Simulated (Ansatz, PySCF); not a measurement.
MnBr2, SMILES [Br][Mn][Br] (connectivity only; charge and spin as stated), neutral, multiplicity 6. Atoms are numbered in the order given.

```xyz
3

Mn     0.0000     0.0000     0.0561
Br     0.0000    -2.3295     0.0550
Br     0.0000     2.3295     0.0550
```
Charge 0, spin multiplicity 6.

The structure is a stationary point at PBE0-D3(BJ)/def2-SVP. The spin state was assumed, not searched.

Two levels are set side by side: PBE-D3(BJ)/def2-SVP (Ansatz, a program for electronic structure) and PBE0-D3(BJ)/def2-SVP (Ansatz). Each level has its own optimised geometry; the coordinates shown are those of the second. Frequencies come from the Hessian of PySCF at each geometry. Differences are taken from unrounded values.

```json
[
 {"quantity": "mean bond length (Å)", "PBE0-D3(BJ)": "2.330", "PBE-D3(BJ)": "2.316", "PBE-D3(BJ) minus PBE0-D3(BJ)": "-0.014"},
 {"quantity": "bond Mn1–Br2 (Å)", "PBE0-D3(BJ)": "2.330", "PBE-D3(BJ)": "2.316", "PBE-D3(BJ) minus PBE0-D3(BJ)": "-0.014"},
 {"quantity": "bond Mn1–Br3 (Å)", "PBE0-D3(BJ)": "2.330", "PBE-D3(BJ)": "2.316", "PBE-D3(BJ) minus PBE0-D3(BJ)": "-0.014"},
 {"quantity": "highest harmonic wavenumber (cm⁻¹)", "PBE0-D3(BJ)": "395", "PBE-D3(BJ)": "392", "PBE-D3(BJ) minus PBE0-D3(BJ)": "-3"},
 {"quantity": "mean harmonic wavenumber (cm⁻¹)", "PBE0-D3(BJ)": "179", "PBE-D3(BJ)": "175", "PBE-D3(BJ) minus PBE0-D3(BJ)": "-5"},
 {"quantity": "zero-point energy (kcal/mol)", "PBE0-D3(BJ)": "1.03", "PBE-D3(BJ)": "1.00", "PBE-D3(BJ) minus PBE0-D3(BJ)": "-0.03"}
]
```
